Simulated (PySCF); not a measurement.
C₄H₈OPSi (doublet state).
Z-matrix (Å and degrees, GFN2-xTB geometry), rows numbered from 1:
```
P 
Si  1  2.2491
C   2  1.8366  1  114.18
C   3  1.4789  2  119.35  1  -125.15
C   4  1.4972  3  116.46  2     0.09
C   5  1.3248  4  126.88  3     6.99
O   6  1.3457  5  126.61  4    -0.87
H   1  1.3837  2   94.35  3  -163.30
H   1  1.3826  2   92.92  3   -70.66
H   2  1.4744  1  112.27  3   130.25
H   3  1.0784  2  124.82  1    53.70
H   4  1.1019  3  109.50  2   123.29
H   4  1.1018  3  109.11  2  -123.07
H   5  1.0795  4  115.20  3  -174.72
H   6  1.0833  5  121.43  4   178.47
```

The hyperfine couplings belong to this conformer and change with its torsions.

Identity: `P[Si@@H]1[CH]CC=CO1` [radical].

Method: UKS B3LYP, pcH-1 on C H O P Si, non-relativistic, mean-field spin-orbit, GIAO in PySCF 2.14.0. The structure is a single GFN2-xTB conformer in the gas phase; no vibrational or solvent corrections. Couplings are sensitive to structure, and on GFN2-xTB geometries they can be far from those on DFT ones. Stability of the SCF solution: not tested.

(1) Predict the first-order ENDOR lines of C3, C4, H13, H12, H10, H11, H14, H8/H9, Si2 and P1 under fast tumbling at B = 347.8 mT (X band).

(2) Which pairs are centred on the nuclear Larmor frequency, and which on half the coupling?

(3) At what field would the lower line of Si2 fall to zero frequency?

Results:

(1) ν± = |νn ± a/2|, one line for each electron-spin manifold; νn = |g_N| × 7.62259 MHz/T × B.

```tsv
nuclei	isotope	g_N	νn (MHz)	a_iso (MHz)	lower line (MHz)	upper line (MHz)
C3	13C	1.4048	3.72	77.51	35.03	42.48
C4	13C	1.4048	3.72	-30.52	11.53	18.98
H13	1H	5.5857	14.81	123.73	47.06	76.67
H12	1H	5.5857	14.81	119.02	44.70	74.32
H10	1H	5.5857	14.81	56.31	13.35	42.96
H11	1H	5.5857	14.81	-56.03	13.20	42.82
H14	1H	5.5857	14.81	-1.87	13.87	15.74
H8/H9	1H	5.5857	14.81	1.77	13.93	15.69
Si2	29Si	-1.1106	2.94	47.72	20.92	26.81
P1	31P	2.2632	6.00	44.25	16.13	28.13
```

The rows for 13C and 29Si, of low natural abundance, apply to labelled samples.

(2) Centred on νn, since |a| < 2νn: H14 and H8/H9. Centred on |a|/2 and split by 2νn: C3, C4, H13, H12, H10, H11, Si2 and P1.

(3) Where νn = |a|/2, that is B = 23.86 MHz/(1.1106 × 7.62259 MHz/T) = 2820 mT, as far as first order holds there.

Class means assume fast exchange of nuclei equivalent by connectivity; if that motion is slow, each nucleus keeps its own coupling. The 1H value of +1.8 MHz is a mean of couplings from -1.9 to 5.4 MHz in this one geometry, not an average over conformers.

The largest Mulliken spin populations are on C3 (+0.99) and C4 (-0.09). C3 is the only atom above +0.15. The positive populations add up to 1.15 and the negative ones to -0.15, together 2S = 1. The angles at C3 add up to 360.0°, so it is planar; its axial dipolar tensor and the negative coupling of its proton fit spin in a p orbital normal to that plane.
